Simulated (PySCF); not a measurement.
A GIAO shielding run with PySCF (density fitting, non-relativistic, gas phase) on `C=CCS(=O)(=O)CC=C`, C$_{6}$H$_{10}$O$_{2}$S:

```
{"job": {"kind": "nmr", "xc": "PBE0", "basis": "pcSseg-1"}, "charge": 0, "multiplicity": 1}
C     -2.701284    -0.514936     1.144040
C     -2.240899    -0.586142    -0.094141
C     -1.119209    -1.447589    -0.518030
S      0.320581    -0.377262    -0.947135
O      1.434631    -1.235063    -1.240299
O     -0.089493     0.557292    -1.957041
C      0.675511     0.546636     0.602411
C      1.816691     1.441445     0.306650
C      3.047879     1.238354     0.741682
H     -2.303246    -1.131286     1.933861
H     -3.506178     0.145571     1.414387
H     -2.651199     0.038260    -0.875252
H     -1.331447    -1.991446    -1.435440
H     -0.770964    -2.125195     0.255966
H      0.909342    -0.198106     1.356778
H     -0.240454     1.082803     0.833059
H      1.589026     2.263701    -0.356815
H      3.291763     0.412189     1.388931
H      3.859145     1.890023     0.469252
```

Hardware: 1 thread of an x86-64 server CPU, shared host. The job also computes population analyses, field gradients.

**Question.** How large is the calculation?

**Answer.** 78 electrons, 210 basis functions and 1109 auxiliary functions.

**Question.** How long does it take?

**Answer.** 62 s of wall time, with 14 SCF cycles and 5 response iterations. Times on a shared host scatter by some tens of per cent.
